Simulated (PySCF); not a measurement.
Predicted microwave data (PySCF, PBE0-D3(BJ)/def2-SVP geometry optimisation, gas phase) for one isomer of C5H8OSi:

```
Rotational constants : A = 3049, B = 1483, C = 1017 MHz
Dipole components    : |μa| = 0.96 D, |μb| = 0.59 D, |μc| = 0.00 D
Inertial defect      : -9.30 u·Å²
κ                    : -0.54
```

Task: Which candidate fits, each taken in the one conformer that was computed?
A. `[CH3:1][O:2][C:3]1=[CH:4][SiH2:5][CH:6]=[CH:7]1` with C1–O2–C3–C4 0°
B. `[CH3:1][C:2]#[C:3]/[CH:4]=[CH:5]\[O:6][SiH3:7]` with C4–C5–O6–Si7 0°
C. `[CH2:1]=[CH:2][C:3]#[C:4][SiH2:5][O:6][CH3:7]` with C4–Si5–O6–C7 -56°
D. `[CH3:1][C:2]#[C:3]/[CH:4]=[CH:5]/[O:6][SiH3:7]` with C4–C5–O6–Si7 -1°

Result: B. It is CC#C/C=C\O[SiH3], an asymmetric top. The candidates at the same level (rigid rotor, commonest isotopes):

```
          SMILES  A (MHz)  B (MHz)  C (MHz)  μa (D)  μb (D)  μc (D)  Δ (u·Å²)  point group                        rotor
  C=CC#C[SiH2]OC     5699    820.1    734.8    1.47    1.11    0.68    -17.11           C1  near-prolate asymmetric top
CC#C/C=C\O[SiH3]     3049     1483     1017    0.96    0.59    0.00     -9.30            –               asymmetric top
CC#C/C=C/O[SiH3]    11780    663.3    635.2    0.02    0.48    0.03     -9.19            –  near-prolate asymmetric top
COC1=C[SiH2]C=C1     5139     1509     1192    1.36    0.40    0.00     -9.11           Cs               asymmetric top
```

`COC1=C[SiH2]C=C1` has A 69 % too high; `CC#C/C=C/O[SiH3]` has A 286 % too high; `C=CC#C[SiH2]OC` has A 87 % too high. No structure here is proved a minimum.
